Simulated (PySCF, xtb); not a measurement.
W(NH)2(F)(Br) (BrFH2N2W), SMILES [NH]=[W](=[NH])([F])[Br], multiplicity 1.

xtb with GFN2-xTB at its own geometry gives an orbital gap of 2.00 eV and a dipole moment of 3.00 D.

Geometry optimised at B3LYP-D3(BJ)/def2-SVP. The spin state was assumed, not searched. The structure was generated by enumeration; whether it is a known compound was not checked. The def2 effective core potentials stand for the cores of W; spin–orbit coupling is left out.

What does ωB97X/def2-TZVP run with PySCF give? (An estimate is asked for; the answer gives what the named calculation found.)

gap 10.22 eV (levels -10.37 and -0.15 eV), dipole 2.71 D.
